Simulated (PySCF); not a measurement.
PySCF input for 3-chloro-1H-silole (C4H5ClSi), SMILES ClC1C=C[SiH2]C=1, TDDFT-LC-ωPBE/def2-SVPD. Geometry: B3LYP-D3(BJ)/def2-SVP.

```python
import numpy as np
from pyscf import gto, scf, dft, tdscf

mol = gto.M(
    atom='''
    Cl    0.11929320   -2.34934228   -0.00000000
    C     0.05967051   -0.60446873   -0.00000000
    C     1.14536251    0.19592065    0.00000000
    Si    0.48736477    1.95382872    0.00000000
    C    -1.30533597    1.37647821    0.00000000
    C    -1.28829338    0.02745567    0.00000000
    H     2.16256995   -0.19521118   -0.00000000
    H     0.86406094    2.73887367   -1.21096824
    H     0.86406094    2.73887367    1.21096824
    H    -2.23683363    1.94581359    0.00000000
    H    -2.17337135   -0.61544781   -0.00000000
    ''',
    basis='def2-SVPD',
    charge=0,
    spin=0,
    symmetry=True,
    max_memory=1600,
    verbose=4,
)
mf = dft.RKS(mol, xc='lc_wpbe').density_fit(auxbasis='def2-universal-jkfit')
mf.grids.level = 3
mf.conv_tol = 1e-9
mf.max_cycle = 100
mf.kernel()
mf.grids = dft.Grids(mol).set(level=1).build(with_non0tab=True)  # coarser grid for the response kernel
td = tdscf.TDDFT(mf)
td.singlet = True
td.nstates = 10
td.conv_tol = 1e-4
td.positive_eig_threshold = 1e-6
td.kernel(x0=td.get_init_guess(mf, 15))
td.analyze()
tt = tdscf.TDA(mf)
tt.singlet = False
tt.nstates = 4
tt.conv_tol = 1e-4
tt.positive_eig_threshold = 1e-6
tt.kernel(x0=tt.get_init_guess(mf, 9))
tt.analyze(verbose=3)
```

Program output:

```
PySCF version 2.14.0

[INPUT] verbose = 4
[INPUT] num. atoms = 11
[INPUT] num. electrons = 60
[INPUT] charge = 0
[INPUT] spin (= nelec alpha-beta = 2S) = 0
[INPUT] symmetry True subgroup None
[INPUT] Mole.unit = angstrom
[INPUT] Symbol           X                Y                Z      unit          X                Y                Z       unit  Magmom
[INPUT]  1 Cl     0.119293200000  -2.349342280000   0.000000000000 AA    0.225431476523  -4.439613482061   0.000000000000 Bohr   0.0
[INPUT]  2 C      0.059670510000  -0.604468730000   0.000000000000 AA    0.112760921613  -1.142280350564   0.000000000000 Bohr   0.0
[INPUT]  3 C      1.145362510000   0.195920650000   0.000000000000 AA    2.164421457244   0.370236370647   0.000000000000 Bohr   0.0
[INPUT]  4 Si     0.487364770000   1.953828720000   0.000000000000 AA    0.920985938062   3.692201175110   0.000000000000 Bohr   0.0
[INPUT]  5 C     -1.305335970000   1.376478210000   0.000000000000 AA   -2.466727483843   2.601166833332   0.000000000000 Bohr   0.0
[INPUT]  6 C     -1.288293380000   0.027455670000   0.000000000000 AA   -2.434521656290   0.051883696866   0.000000000000 Bohr   0.0
[INPUT]  7 H      2.162569950000  -0.195211180000   0.000000000000 AA    4.086664930714  -0.368895666653   0.000000000000 Bohr   0.0
[INPUT]  8 H      0.864060940000   2.738873670000  -1.210968240000 AA    1.632838531534   5.175721126082  -2.288398319147 Bohr   0.0
[INPUT]  9 H      0.864060940000   2.738873670000   1.210968240000 AA    1.632838531534   5.175721126082   2.288398319147 Bohr   0.0
[INPUT] 10 H     -2.236833630000   1.945813590000   0.000000000000 AA   -4.227002946917   3.677054774557   0.000000000000 Bohr   0.0
[INPUT] 11 H     -2.173371350000  -0.615447810000   0.000000000000 AA   -4.107076618476  -1.163027804863   0.000000000000 Bohr   0.0

nuclear repulsion = 315.222777533071
point group symmetry = Cs
symmetry origin: [1.57477176e-09 1.88972612e-09 0.00000000e+00]
symmetry axis x: [ 1.00000000e+00  4.94960338e-10 -1.38208342e-19]
symmetry axis y: [ 4.94960338e-10 -1.00000000e+00  1.17733863e-18]
symmetry axis z: [-4.11282019e-19  1.17733868e-18  1.00000000e+00]
num. orbitals of irrep A' = 118
num. orbitals of irrep A" = 53
number of shells = 73
number of NR pGTOs = 257
number of NR cGTOs = 171
basis = def2-SVPD
ecp = {}


[settings echo left out]
init E= -905.298806040516
HOMO (A") = -0.264843440090898  LUMO (A") = -0.0870787597838922  gap/eV = 4.83722
cycle= 1 E= -904.366869680675  delta_E= 0.932  |g|= 0.398  |ddm|= 6.09
HOMO (A") = -0.364225184907774  LUMO (A") = -0.0136270300963055  gap/eV = 9.54026
cycle= 2 E= -904.389388888158  delta_E= -0.0225  |g|= 0.361  |ddm|= 1.68
HOMO (A") = -0.353962256157684  LUMO (A") = 0.00827801078806534  gap/eV = 9.85706
cycle= 3 E= -904.418849843277  delta_E= -0.0295  |g|= 0.0566  |ddm|= 0.93
HOMO (A") = -0.356263463621873  LUMO (A") = 0.00988400480510077  gap/eV = 9.96338
cycle= 4 E= -904.420031017604  delta_E= -0.00118  |g|= 0.0229  |ddm|= 0.213
HOMO (A") = -0.355536765222645  LUMO (A") = 0.0111356148094339  gap/eV = 9.97766
cycle= 5 E= -904.420203365796  delta_E= -0.000172  |g|= 0.00588  |ddm|= 0.0694
HOMO (A") = -0.355147854782454  LUMO (A") = 0.0114395245450103  gap/eV = 9.97535
cycle= 6 E= -904.420217769904  delta_E= -1.44e-05  |g|= 0.00204  |ddm|= 0.02
HOMO (A") = -0.355434206566382  LUMO (A") = 0.0113201593104568  gap/eV = 9.97989
cycle= 7 E= -904.420220491788  delta_E= -2.72e-06  |g|= 0.000713  |ddm|= 0.00735
HOMO (A") = -0.355381563691184  LUMO (A") = 0.0114269203336019  gap/eV = 9.98137
cycle= 8 E= -904.420220806263  delta_E= -3.14e-07  |g|= 0.000248  |ddm|= 0.00271
HOMO (A") = -0.35537812375202  LUMO (A") = 0.0114377236509271  gap/eV = 9.98157
cycle= 9 E= -904.420220850845  delta_E= -4.46e-08  |g|= 0.000117  |ddm|= 0.000898
HOMO (A") = -0.35539270696184  LUMO (A") = 0.0114325746927446  gap/eV = 9.98182
cycle= 10 E= -904.420220857949  delta_E= -7.1e-09  |g|= 3.58e-05  |ddm|= 0.000379
HOMO (A") = -0.355387903130783  LUMO (A") = 0.0114383982149411  gap/eV = 9.98185
cycle= 11 E= -904.420220859396  delta_E= -1.45e-09  |g|= 1.71e-05  |ddm|= 0.000179
HOMO (A") = -0.355389741085187  LUMO (A") = 0.011436559227699  gap/eV = 9.98185
cycle= 12 E= -904.420220859588  delta_E= -1.92e-10  |g|= 7.11e-06  |ddm|= 6.74e-05
HOMO (A") = -0.355389010627766  LUMO (A") = 0.0114374859800996  gap/eV = 9.98186
Extra cycle  E= -904.420220859611  delta_E= -2.23e-11  |g|= 5.08e-06  |ddm|= 3.18e-05
converged SCF energy = -904.420220859611
tot grids = 45808
Overwritten attributes  positive_eig_threshold  of <class 'pyscf.tdscf.rks.TDDFT'>


******** <class 'pyscf.tdscf.rks.TDDFT'> for <class 'pyscf.df.df_jk.DFSymAdaptedRKS'> ********
nstates = 10 singlet
deg_eia_thresh = 1.000e-03
wfnsym = None
conv_tol = 0.0001
eigh lindep = 1e-12
eigh level_shift = 0
eigh max_cycle = 100


Excitation energies (eV)
[4.68070844 6.10150383 6.62265434 6.79115764 6.8127955  7.05398584
 7.33951495 7.63864027 7.7094138  8.17922278]

** Singlet excitation energies and oscillator strengths **
Excited State   1:   A'      4.68071 eV    264.88 nm  f=0.0450
      30 -> 31       -0.69585
Excited State   2:   A"      6.10150 eV    203.20 nm  f=0.0000
      26 -> 31       -0.23609
      27 -> 31       -0.42564
      27 -> 36        0.10316
      28 -> 31        0.48681
Excited State   3:   A"      6.62265 eV    187.21 nm  f=0.0081
      26 -> 31        0.22546
      27 -> 31       -0.52942
      28 -> 31       -0.35565
      28 -> 36       -0.10739
Excited State   4:   A"      6.79116 eV    182.57 nm  f=0.0017
      29 -> 34       -0.10686
      30 -> 32        0.43634
      30 -> 33       -0.26868
      30 -> 34        0.18830
      30 -> 35        0.19275
      30 -> 38       -0.20280
      30 -> 39       -0.15948
      30 -> 41       -0.16879
      30 -> 45       -0.10333
Excited State   5:   A'      6.81280 eV    181.99 nm  f=0.2506
      29 -> 31        0.68066
Excited State   6:   A"      7.05399 eV    175.76 nm  f=0.0005
      23 -> 31       -0.16637
      26 -> 31        0.59347
      28 -> 31        0.30369
Excited State   7:   A"      7.33951 eV    168.93 nm  f=0.0010
      30 -> 32        0.30359
      30 -> 33        0.51109
      30 -> 34       -0.14633
      30 -> 35        0.25524
      30 -> 37        0.13303
Excited State   8:   A"      7.63864 eV    162.31 nm  f=0.0085
      29 -> 32        0.14284
      30 -> 32        0.20959
      30 -> 33       -0.29807
      30 -> 34       -0.49272
      30 -> 37        0.16169
      30 -> 41        0.11053
      30 -> 44        0.11484
Excited State   9:   A'      7.70941 eV    160.82 nm  f=0.2587
      25 -> 31       -0.16992
      30 -> 36        0.64275
      30 -> 40       -0.13722
Excited State  10:  ???      8.17922 eV    151.58 nm  f=0.0222
      26 -> 32       -0.10307
      26 -> 34       -0.13753
      28 -> 32       -0.33218
      28 -> 33        0.21790
      28 -> 34       -0.32463
      28 -> 35       -0.20620
      28 -> 38        0.14494
      28 -> 39        0.15455
      28 -> 41        0.13733
      28 -> 44        0.10875
      28 -> 45        0.15397

** Transition electric dipole moments (AU) **
state          X           Y           Z        Dip. S.      Osc.
  1        -0.6211      0.0837      0.0000      0.3928      0.0450
  2         0.0000      0.0000     -0.0011      0.0000      0.0000
  3        -0.0000     -0.0000     -0.2239      0.0501      0.0081
  4         0.0000      0.0000      0.1012      0.0102      0.0017
  5        -0.2110     -1.2071      0.0000      1.5015      0.2506
  6         0.0000      0.0000      0.0540      0.0029      0.0005
  7        -0.0000     -0.0000      0.0730      0.0053      0.0010
  8         0.0000      0.0000      0.2130      0.0454      0.0085
  9         0.3401      1.1198     -0.0000      1.3697      0.2587
 10        -0.1268     -0.3077     -0.0000      0.1107      0.0222

** Transition velocity dipole moments (imaginary part, AU) **
state          X           Y           Z        Dip. S.      Osc.
  1        -0.1031      0.0134     -0.0000      0.0108      0.0419
  2        -0.0000     -0.0000     -0.0006      0.0000      0.0000
  3        -0.0000      0.0000     -0.0588      0.0035      0.0095
  4         0.0000     -0.0000      0.0186      0.0003      0.0009
  5        -0.0523     -0.2990     -0.0000      0.0921      0.2453
  6         0.0000     -0.0000      0.0124      0.0002      0.0004
  7        -0.0000      0.0000      0.0214      0.0005      0.0011
  8        -0.0000      0.0000      0.0690      0.0048      0.0113
  9         0.0934      0.3125     -0.0000      0.1064      0.2503
 10        -0.0395     -0.0931     -0.0000      0.0102      0.0227

** Transition magnetic dipole moments (imaginary part, AU) **
state          X           Y           Z
  1         0.0000     -0.0000      1.0468
  2        -0.0022     -0.3495      0.0000
  3         0.9489     -0.5447     -0.0000
  4         0.0839     -0.1273     -0.0000
  5         0.0000     -0.0000     -0.7161
  6         0.0542      0.3762      0.0000
  7        -0.1539     -0.9331     -0.0000
  8        -0.2036     -0.4418      0.0000
  9        -0.0000      0.0000      0.3456
 10        -0.0000      0.0000     -0.1799
Overwritten attributes  positive_eig_threshold  of <class 'pyscf.tdscf.rks.TDA'>


******** <class 'pyscf.tdscf.rks.TDA'> for <class 'pyscf.df.df_jk.DFSymAdaptedRKS'> ********
nstates = 4 triplet
deg_eia_thresh = 1.000e-03
wfnsym = None
conv_tol = 0.0001
eigh lindep = 1e-12
eigh level_shift = 0
eigh max_cycle = 100


Excitation energies (eV)
[2.67219298 4.38577095 5.59440102 6.04596661]

** Triplet excitation energies and oscillator strengths **
Excited State   1:   A'      2.67219 eV    463.98 nm  f=0.0000
Excited State   2:   A'      4.38577 eV    282.70 nm  f=0.0000
Excited State   3:   A"      5.59440 eV    221.62 nm  f=0.0000
Excited State   4:   A"      6.04597 eV    205.07 nm  f=0.0000
```

Self-consistency was reached.

Cost: roughly 14 core-minutes.
